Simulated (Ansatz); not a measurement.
Total energies of C2H4BClS, SMILES `SB1CC1Cl`.

Z-matrix (Å, degrees):
```
C
B 1 1.528
C 1 1.531 2 60.0
H 1 1.087 2 117.4 3 107.7
H 1 1.086 2 122.8 3 -102.7
S 2 1.744 1 148.0 3 -170.8
Cl 3 1.761 1 119.2 2 109.3
H 3 1.084 1 116.1 2 -113.3
H 6 1.347 2 98.1 1 170.5
```

Charge 0, multiplicity 1. The structure was optimised at the PBE0-D4/def2-TZVP level. It is one conformer, not always the lowest. Basis def2-TZVPP, the Gaussian-basis code of Ansatz.

RPA on PBE orbitals: Hartree–Fock energy of these orbitals -959.76587 Eh, correlation -1.31523 Eh (frozen core).

```
functional                                  kind  energy without D4 (Eh)  D4 term (kJ/mol)
       PBE                                   GGA              -961.40520             -21.3
    revPBE                                   GGA              -961.72494             -64.0
    r2SCAN                              meta-GGA              -961.78760              -5.2
    B97M-V                    meta-GGA with VV10              -961.70693                 –
   r2SCANh                 meta-GGA hybrid, 10 %              -961.78056              -5.6
   r2SCAN0                 meta-GGA hybrid, 25 %              -961.77107              -6.2
     BHLYP                   global hybrid, 50 %              -961.84101             -26.4
 CAM-B3LYP                range-separated hybrid              -961.86695             -18.5
   ωB97X-V  range-separated hybrid GGA with VV10              -961.75320                 –
    B2PLYP                         double hybrid              -961.55067                 –
```

Question: Give the same for LDA (SPW92), BLYP, PBE0, B3LYP, HSE06 (plane-wave form), LC-ωPBE, ωB97M-V, PBE-QIDH. (An estimate is asked.)

Answer: Ansatz gave: 
```tsv
functional	kind	energy without D4 (Eh)	D4 term (kJ/mol)
LDA (SPW92)	LDA	-958.04308	–
BLYP	GGA	-961.84881	-46.9
PBE0	global hybrid, 25 % exact exchange	-961.49006	-18.1
B3LYP	global hybrid, 20 %	-961.94582	-34.5
HSE06 (plane-wave form)	screened hybrid	-961.46847	-16.9
LC-ωPBE	long-range corrected hybrid	-961.59424	–
ωB97M-V	range-separated hybrid meta-GGA with VV10	-961.81535	–
PBE-QIDH	double hybrid	-961.30130	–
```

B3LYP takes the VWN-RPA correlation (the form of Gaussian; ORCA's B3LYP/G). HSE06 is the plane-wave form, built on full-range PBE exchange. The double hybrids freeze the cores in their second-order part.

LC-ωPBE has ω = 0.4 bohr⁻¹.
